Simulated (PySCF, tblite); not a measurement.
C₄H₁₃NP₂.
Numbering: `[CH3:1][N:2]([CH3:3])[CH2:4][PH:5][CH2:6][PH2:7]` (hydrogens: H8, H9, H10 on C1; H11, H12, H13 on C3; H14, H15 on C4; H16 on P5; H17, H18 on C6; H19, H20 on P7)

Structure used (GFN2-xTB), in Å, numbered top down from 1:
```xyz
20
C4H13NP2 angstrom
C     -2.187   -1.082   -0.980
N     -1.828   -0.260    0.155
C     -2.184    1.125   -0.061
C     -0.449   -0.413    0.512
P      0.829    0.174   -0.769
C      2.313   -0.409    0.186
P      3.822    0.275   -0.663
H     -1.996   -2.127   -0.741
H     -1.611   -0.814   -1.880
H     -3.248   -0.959   -1.190
H     -1.929    1.704    0.825
H     -1.659    1.554   -0.930
H     -3.257    1.198   -0.230
H     -0.263    0.114    1.453
H     -0.249   -1.480    0.669
H      0.906    1.495   -0.299
H      2.268   -0.127    1.242
H      2.354   -1.501    0.110
H      3.657    1.579   -0.196
H      4.706   -0.034    0.371
```

Theory: PBE0/pcSseg-1 in PySCF (dipole) on a GFN2-xTB geometry, gas phase.

Masses are those of the commonest isotopes; rigid-rotor values at the optimised geometry. The values belong to one conformer with, in the numbering `[CH3:1][N:2]([CH3:3])[CH2:4][PH:5][CH2:6][PH2:7]`, C1–N2–C4–P5 65°, N2–C4–P5–C6 -176°, C4–P5–C6–P7 -170°, P5–C6–P7–H 75° and 168°.

Q: What are A, B and C (cm⁻¹)?

A: Ia = 99.39, Ib = 771.55, Ic = 788.53 u·Å²; 505379 MHz·u·Å²/I gives 5085, 655.0 and 640.9 MHz, that is A = 0.16962, B = 0.02185, C = 0.02138 cm⁻¹.

Q: What kind of rotor is it?

A: A near-prolate asymmetric top. Ray's parameter κ = (2B − A − C)/(A − C) = -0.994; −1 is the prolate and +1 the oblate limit.

Q: What does the inertial defect say?

A: Not planar: Δ = Ic − Ia − Ib = -82.40 u·Å². For a rigid frame Δ = −2 Σ m c², so Σ m c² = 41.20 u·Å² lies off the ab plane: 13.30 from hydrogen and 27.90 from heavier atoms. The atom farthest from that plane is 1.72 Å away.

Q: Which lines would a microwave search look for?

A: The dipole components are |μa| = 0.71 D, |μb| = 0.40 D, |μc| = 1.60 D. Intensities carry the squares of the components, which stand as 0.20 : 0.06 : 1.00 (a : b : c). Some lines, for components of 0.1 D or more:

```tsv
type	branch	J(Ka,Kc)	MHz	lower level (cm⁻¹)
a	R	1(0,1) ← 0(0,0)	1296	0.000
a	R	2(1,2) ← 1(1,1)	2578	0.191
a	R	2(0,2) ← 1(0,1)	2592	0.043
a	R	2(1,1) ← 1(1,0)	2606	0.191
c	Q	2(1,2) ← 2(0,2)	4416	0.130
c	Q	1(1,1) ← 1(0,1)	4430	0.043
b	Q	1(1,0) ← 1(0,1)	4444	0.043
b	Q	2(1,1) ← 2(0,2)	4458	0.130
b	R	1(1,1) ← 0(0,0)	5726	0.000
c	R	1(1,0) ← 0(0,0)	5740	0.000
b	R	2(1,2) ← 1(0,1)	7008	0.043
c	R	2(1,1) ← 1(0,1)	7050	0.043
c	Q	2(2,1) ← 2(1,1)	13290	0.278
b	Q	2(2,0) ← 2(1,1)	13290	0.278
b	Q	2(2,1) ← 2(1,2)	13332	0.277
b	R	2(2,1) ← 1(1,0)	15896	0.191
c	R	2(2,0) ← 1(1,0)	15896	0.191
c	R	2(2,1) ← 1(1,1)	15910	0.191
b	R	2(2,0) ← 1(1,1)	15910	0.191
```

Q: Estimate the classical rotational partition function at 10 K, 50 K and 100 K.

A: Point group C1, symmetry number σ = 1; q = (√π/σ)·√((kT/h)³/(ABC)), k/h = 20836.6 MHz/K: 3650 at 10 K, 40800 at 50 K, 115000 at 100 K.

Its GFN2-xTB frequencies are all real (lowest 44 cm⁻¹). Constants of a rigid frame at the computed geometry: no zero-point averaging, no centrifugal distortion. A rigid rotor knows nothing of internal rotation, which can split or shift real lines. Quadrupole hyperfine structure (14N) is left out.
